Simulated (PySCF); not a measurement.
Manganese: a sound run and one with changed settings

Sound run: Mn [Ar] 3d5 4s2, Mn⁺ [Ar] 3d5 4s1. All numbers are calculated (PySCF 2.14, scalar relativity by spin-free X2C-1e, in Sapporo-DKH3-DZP-2012). In the sound run the correlated levels freeze [Ar]. The sound run starts from symmetry-adapted Hartree-Fock orbitals and uses a fine grid where one is needed.

Changed run: the non-relativistic Hamiltonian (point nucleus). This setting is unsound on purpose.

| species | method | sound run (hartree) | changed run (hartree) | converged |
| --- | --- | --- | --- | --- |
| Mn | UHF | -1157.35734 | -1146.61040 | yes |
| Mn | MN15 | -1159.15659 | -1148.42667 | yes |
| Mn | B3LYP | -1158.55752 | -1147.81401 | yes |
| Mn | MP2 | -1157.45823 | -1146.70903 | yes |
| Mn⁺ | UHF | -1157.13496 | -1146.39061 | yes |
| Mn⁺ | MN15 | -1158.88050 | -1148.15482 | yes |
| Mn⁺ | B3LYP | -1158.27657 | -1147.53731 | yes |
| Mn⁺ | MP2 | -1157.20302 | -1146.45720 | yes |

Ionisation energy of Mn:

```tsv
method	sound run (eV)	changed run (eV)
UHF	6.051	5.981
MN15	7.513	7.397
B3LYP	7.645	7.529
MP2	6.944	6.853
SCS-MP2	7.127	7.034
```

Most of the change in total energy is the relativistic energy itself. On top of that the contraction fixes the core shape for the Hamiltonian it was made with, so the changed run is not a good calculation with the other Hamiltonian either.

For comparison, NIST gives 7.434 eV between the lowest levels.
